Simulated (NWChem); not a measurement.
Everything below was run with NWChem. System: C₄H₁₀Be, charge 0, spin multiplicity 1, at a geometry optimised with PBE0/def2-SVP. The structure started from a generated list of species. Level: RHF/def2-SVP.

Job file:

```
start mol
memory heap 200 mb stack 900 mb global 1100 mb
geometry units angstroms nocenter noautoz
  Be     0.000000     0.000000     0.200069
  C      0.747162     1.515135     0.201984
  C      2.219259     1.577599    -0.225743
  H      0.638506     1.953865     1.214235
  H      0.147898     2.186560    -0.445970
  H      2.365997     1.205762    -1.253158
  H      2.864243     0.965874     0.426343
  H      2.623768     2.603602    -0.199039
  C     -0.747162    -1.515135     0.201984
  C     -2.219259    -1.577599    -0.225743
  H     -0.638506    -1.953865     1.214235
  H     -0.147898    -2.186560    -0.445970
  H     -2.365997    -1.205762    -1.253158
  H     -2.864243    -0.965874     0.426343
  H     -2.623768    -2.603602    -0.199039
  symmetry group C2
end
basis spherical
  * library def2-svp
end
scf
  rhf
  nopen 0
  maxiter 100
  thresh 1e-7
  semidirect memsize 60000000 filesize 0
end
task scf energy
```

NWChem printed:

```
             Northwest Computational Chemistry Package (NWChem) 7.3.0
             --------------------------------------------------------

                                NWChem Input Module
                                -------------------

 Scaling coordinates for geometry "geometry" by  1.889725989
 (inverse scale =  0.529177249)

 Turning off AUTOSYM since
 SYMMETRY directive was detected!

                             Geometry "geometry" -> ""
                             -------------------------

 Output coordinates in angstroms (scale by  1.889725989 to convert to a.u.)

  No.       Tag          Charge          X              Y              Z
 ---- ---------------- ---------- -------------- -------------- --------------
    1 Be                   4.0000     0.00000000     0.00000000     0.20006900
    2 C                    6.0000     0.74716200     1.51513500     0.20198400
    3 C                    6.0000     2.21925900     1.57759900    -0.22574300
    4 H                    1.0000     0.63850600     1.95386500     1.21423500
    5 H                    1.0000     0.14789800     2.18656000    -0.44597000
    6 H                    1.0000     2.36599700     1.20576200    -1.25315800
    7 H                    1.0000     2.86424300     0.96587400     0.42634300
    8 H                    1.0000     2.62376800     2.60360200    -0.19903900
    9 C                    6.0000    -0.74716200    -1.51513500     0.20198400
   10 C                    6.0000    -2.21925900    -1.57759900    -0.22574300
   11 H                    1.0000    -0.63850600    -1.95386500     1.21423500
   12 H                    1.0000    -0.14789800    -2.18656000    -0.44597000
   13 H                    1.0000    -2.36599700    -1.20576200    -1.25315800
   14 H                    1.0000    -2.86424300    -0.96587400     0.42634300
   15 H                    1.0000    -2.62376800    -2.60360200    -0.19903900

 Effective nuclear repulsion energy (a.u.)     138.6293628739

            Nuclear Dipole moment (a.u.)
            ----------------------------
        X                 Y               Z
[...]
 Vector   20  Occ=0.000000D+00  E= 1.081060D-01  Symmetry=b
              MO Center=  8.4D-16,  5.7D-15,  2.2D-01, r^2= 5.9D+00
   Bfn.  Coefficient  Atom+Function         Bfn.  Coefficient  Atom+Function
  ----- ------------  ---------------      ----- ------------  ---------------
     7      0.717892   1 Be px                8     -0.651928   1 Be py
    26     -0.613582   3 C  s                79      0.613582  10 C  s
    59      0.247776   8 H  s               112     -0.247776  15 H  s
    44      0.230489   5 H  s                97     -0.230489  12 H  s
     4     -0.225779   1 Be px               54      0.213398   7 H  s

 Vector   21  Occ=0.000000D+00  E= 1.092836D-01  Symmetry=a
              MO Center=  1.0D-15, -4.2D-16,  1.8D-01, r^2= 7.6D+00
   Bfn.  Coefficient  Atom+Function         Bfn.  Coefficient  Atom+Function
  ----- ------------  ---------------      ----- ------------  ---------------
     3      1.779278   1 Be s                12     -0.678265   2 C  s
    65     -0.678265   9 C  s                26     -0.408650   3 C  s
    79     -0.408650  10 C  s                 2     -0.363240   1 Be s

 Vector   22  Occ=0.000000D+00  E= 1.146405D-01  Symmetry=a
              MO Center=  5.5D-17,  1.9D-16,  2.0D-01, r^2= 5.3D+00
   Bfn.  Coefficient  Atom+Function         Bfn.  Coefficient  Atom+Function
  ----- ------------  ---------------      ----- ------------  ---------------
     9      1.011134   1 Be pz                6     -0.247421   1 Be pz
    39     -0.230273   4 H  s                92     -0.230273  11 H  s
    26      0.220376   3 C  s                79      0.220376  10 C  s
    49     -0.156656   6 H  s               102     -0.156656  13 H  s
    44      0.152086   5 H  s                97      0.152086  12 H  s

 center of mass
 --------------
 x =   0.00000000 y =   0.00000000 z =   0.02010078

 moments of inertia (a.u.)
 ------------------
         571.987435074314        -498.013918127687           0.000000000000
        -498.013918127687         656.011238537659           0.000000000000
           0.000000000000           0.000000000000        1159.865315598673

  Mulliken analysis of the total density
  --------------------------------------

    Atom       Charge   Shell Charges
 -----------   ------   -------------------------------------------------------
    1 Be   4     3.34   1.99  0.46 -0.01  0.86  0.05
    2 C    6     6.46   1.99  0.85  0.34  2.05  1.20  0.03
    3 C    6     6.03   1.99  0.85  0.22  2.01  0.92  0.04
    4 H    1     0.95   0.74  0.19  0.03
    5 H    1     0.95   0.74  0.19  0.03
    6 H    1     0.98   0.76  0.20  0.02
    7 H    1     0.98   0.76  0.20  0.02
    8 H    1     0.97   0.76  0.19  0.02
    9 C    6     6.46   1.99  0.85  0.34  2.05  1.20  0.03
   10 C    6     6.03   1.99  0.85  0.22  2.01  0.92  0.04
   11 H    1     0.95   0.74  0.19  0.03
   12 H    1     0.95   0.74  0.19  0.03
   13 H    1     0.98   0.76  0.20  0.02
   14 H    1     0.98   0.76  0.20  0.02
   15 H    1     0.97   0.76  0.19  0.02

       Multipole analysis of the density wrt the origin
       ------------------------------------------------

     L   x y z        total         open         nuclear
     -   - - -        -----         ----         -------
     0   0 0 0     -0.000000      0.000000     38.000000

     1   1 0 0     -0.000000      0.000000     -0.000000
     1   0 1 0     -0.000000      0.000000     -0.000000
     1   0 0 1      0.031052      0.000000     -0.000019

     2   2 0 0    -26.622521      0.000000    385.787230
     2   1 1 0     -1.811188      0.000000    298.686887
     2   1 0 1      0.000000      0.000000      0.000000
     2   0 2 0    -27.689893      0.000000    331.900910
     2   0 1 1      0.000000      0.000000      0.000000
     2   0 0 2    -24.636756      0.000000     29.251627

 Task  times  cpu:        3.2s     wall:        3.2s

 Total times  cpu:        3.3s     wall:        3.3s
```
